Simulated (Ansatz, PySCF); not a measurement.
Potential energy surface of H4N (cation, charge +1), singlet: flattening of a tetrahedron along the D2d path, bond length relaxed. Scanned: the two opposite H-N-H angles (109.47 = tetrahedral, 180 = square planar). Other coordinates (N-H bond length) were minimised at PBE0/def2-TZVP.

Computed with: PBE/def2-TZVP (PySCF); CAM-B3LYP/def2-TZVP (PySCF); CCSD(T)/aug-cc-pVQZ = CCSD(T) on RHF/aug-cc-pVQZ, frozen core (Ansatz, a first-principles code).

Energies relative to the lowest point of each profile, in kcal/mol; the last columns give the difference from CCSD(T):

```csv
a / °,PBE,CAM-B3LYP,CCSD(T)/aug-cc-pVQZ,PBE − CCSD(T)/aug-cc-pVQZ,CAM-B3LYP − CCSD(T)/aug-cc-pVQZ
90,15.4,16.0,16.3,-0.8,-0.3
96.50,6.8,7.0,7.1,-0.4,-0.1
101.50,2.5,2.6,2.7,-0.1,-0.1
106.34,0.4,0.4,0.4,0.0,0.0
109.47,0.0,0.0,0.0,0.0,0.0
116.50,1.9,2.0,2.0,-0.1,0.0
123,6.9,7.1,7.3,-0.4,-0.2
133,20.1,20.8,21.3,-1.2,-0.5
143,38.9,40.4,41.4,-2.4,-1.0
153,61.7,64.0,65.8,-4.0,-1.8
163,85.4,88.4,91.2,-5.7,-2.8
173,104.2,107.6,111.4,-7.2,-3.8
```

PBE is furthest from CCSD(T)/aug-cc-pVQZ at 173 (-7.2 kcal/mol, below); its mean absolute difference over the points is 1.9 kcal/mol.

CAM-B3LYP is furthest from CCSD(T)/aug-cc-pVQZ at 173 (-3.8 kcal/mol, below); its mean absolute difference over the points is 0.9 kcal/mol.
